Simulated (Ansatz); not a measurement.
Species: C4H5, SMILES `C#C[CH]C` (charge 0, multiplicity 2).

Problem. Give a relaxed geometry from Ansatz (a program for electronic structure) with PBE-D3(BJ)/def2-TZVP.

Solution. the end point of this relaxation (outside a Z-matrix the atoms follow the SMILES, hydrogens last).
Bonded distances (Å): C1–C2 1.233, C1–H5 1.070, C2–C3 1.370, C3–C4 1.494, C3–H6 1.094, C4–H7 1.104, C4–H8 1.097, C4–H9 1.104. Angles (°): C2–C1–H5 179.7, C1–C2–C3 179.4, C2–C3–C4 123.7, C2–C3–H6 118.1, C4–C3–H6 118.2, C3–C4–H7 111.1, C3–C4–H8 111.5, C3–C4–H9 111.1, H7–C4–H8 108.3, H7–C4–H9 106.2, H8–C4–H9 108.4.
